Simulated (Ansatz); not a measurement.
`BB(O)S`, charge 0, multiplicity 1.

Q: Give a relaxed structure at PBE0-D4/def2-TZVP (the Gaussian-basis code of Ansatz). (Best estimate.)

A: The calculation gave: 
Cartesian coordinates in Å:
```
B 0.4559 0.6215 0.8049
B -0.0142 -0.3891 -0.4418
O 0.6953 -1.2356 -1.2338
S -1.8049 -0.3398 -0.7943
H 0.7332 1.7714 0.6111
H 0.4320 0.2619 1.9481
H 1.6341 -1.2543 -1.0401
H -2.1314 0.5641 0.1459
```
Point group Cs.
